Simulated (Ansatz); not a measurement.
CH$_{7}$BGe, SMILES `B[CH2][GeH3]`, relaxed with RKS PBE0-D4/def2-TZVP in the Gaussian-basis code of Ansatz from a PBE-D4/def2-SVP geometry. The force threshold is 0.005 eV/Å; the program also tests the step.

Charge 0, multiplicity 1.

Start:

```xyz
10

B     0.613   -1.350   -0.343
C    -0.039   -0.512    0.767
Ge   -0.393    1.212   -0.208
H    -0.073   -1.997   -1.117
H     1.818   -1.308   -0.526
H     0.603   -0.212    1.618
H    -1.045   -0.827    1.111
H    -1.403    0.990   -1.361
H     0.918    1.815   -0.771
H    -1.000    2.190    0.831
```

| step | energy (eV) | largest force (eV/Å) | largest move (Å) |
| --- | --- | --- | --- |
| 1 | -58336.1083 | 0.459 | 0.000 |
| 2 | -58336.1346 | 0.118 | 0.020 |
| 3 | -58336.1354 | 0.174 | 0.015 |
| 4 | -58336.1367 | 0.026 | 0.012 |
| 5 | -58336.1367 | 0.006 | 0.001 |
| 6 | -58336.1367 | 0.005 | 0.002 |

End:

```xyz
10

B     0.612   -1.352   -0.340
C    -0.038   -0.503    0.749
Ge   -0.395    1.213   -0.201
H    -0.061   -1.996   -1.094
H     1.797   -1.316   -0.515
H     0.597   -0.214    1.589
H    -1.024   -0.820    1.093
H    -1.395    0.997   -1.347
H     0.904    1.811   -0.761
H    -0.999    2.181    0.828
```

It took 19 s on 2 threads of an Arm Neoverse V2 on a shared host, with 0.32 GiB of host memory at the peak.
